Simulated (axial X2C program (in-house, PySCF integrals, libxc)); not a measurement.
GeS⁺: properties at the nuclei

Computed with an axial X2C code built on PySCF integrals: two-component X2C with atomic mean-field Coulomb and Gaunt terms, Gaussian nuclei, basis Ge dyall-cv3z, S dyall-av3z with contracted cores.

R = 2.172 Å (near the PBE0 minimum at charge 1 of the determinant lowest at the starting distance; the state shown can have its own minimum elsewhere).

Determinant lowest in the PBE0 search, Ω = 3/2 (⟨Sz⟩ = 0.50, ⟨Lz⟩ = 1.00 at PBE0), spin on the atoms Ge 0.01, S 0.49:

```tsv
level	Eeff magnitude (GV/cm)	Ws magnitude Ge (kHz)	Ws magnitude S (kHz)	A∥/gI Ge (MHz)	qzz Ge (a.u.)	A∥/gI S (MHz)	qzz S (a.u.)
PBE0	0.0121	0.00624	0.00488	78.6	-4.50	190	-1.10
HF	0.0641	0.00615	0.0109	69.7	-5.03	199	-0.86
BHandHLYP	0.00138	0.0047	0.00578	72.9	-4.71	201	-1.04
r2SCAN	0.0182	0.00127	0.00585	102	-4.37	198	-1.22
PBE50	0.000185	0.00467	0.0061	70.7	-4.75	195	-0.97
```

Determinant 0.07 eV from it at PBE0 and this distance, Ω = 1/2 (⟨Sz⟩ = -0.50, ⟨Lz⟩ = 1.00 at PBE0), spin on the atoms Ge -0.01, S -0.49:

```
    level  Eeff magnitude (GV/cm)  Ws magnitude Ge (kHz)  Ws magnitude S (kHz)  A∥/gI Ge (MHz)  qzz Ge (a.u.)  A∥/gI S (MHz)  qzz S (a.u.)
     PBE0                  0.0244                 0.0162                0.0104             246          -4.55           1030         -1.10
       HF                  0.0559                 0.0191                0.0257             167          -5.07            936         -0.86
BHandHLYP                   0.036                 0.0226                0.0123             215          -4.76           1010         -1.04
   r2SCAN                  0.0501                  0.034                0.0141             274          -4.43            927         -1.22
    PBE50                  0.0366                 0.0217                0.0134             210          -4.80           1020         -0.97
```

Eeff is the effective electric field on the electron electric dipole moment in this Ω state and Ws the scalar–pseudoscalar constant of the nucleus named (defined with the proton number Z and per Ω); A∥ (defined per Ω) follows by multiplying with gI = μI/(I μN); qzz is the electric field gradient, eQq0 = 234.96 MHz × Q/barn × qzz. The operators were transformed with the bare-nucleus X2C matrices; with these basis sets, hyperfine constants and field gradients can be off by tens of per cent, and where levels differ in sign neither size nor sign is settled.

(1) With gI(73Ge) = -0.1954, Q(73Ge) = -0.196 barn, gI(33S) = 0.4292, Q(33S) = -0.0694 barn (g factors from the IAEA table of nuclear moments by Stone; Q from Pyykkö, Mol. Phys. 2018), turn the PBE0 values of the first state into constants in MHz.

Each state is one determinant with collinear spin. Unrestricted Hartree–Fock can overshoot spin polarisation at the nuclei. In the state Ω = 3/2 the sign of Eeff differs between levels (HF, r2SCAN, PBE50 against PBE0). Where Eeff spreads by more than a factor of two the levels disagree and none is to be relied on. The search compared states at one distance, so a state with another bond length can lie lower. The sign of Ws at Ge differs between levels in the first state. PBE0 term energies can be off by some tenths of an eV.

Answers

(1) A∥(73Ge) = 78.6 × -0.1954 = -15.4 MHz; eQq0(73Ge) = 234.96 × (-0.196) × (-4.50) = 207 MHz; A∥(33S) = 190 × 0.4292 = 81.5 MHz; eQq0(33S) = 234.96 × (-0.0694) × (-1.10) = 17.9 MHz.
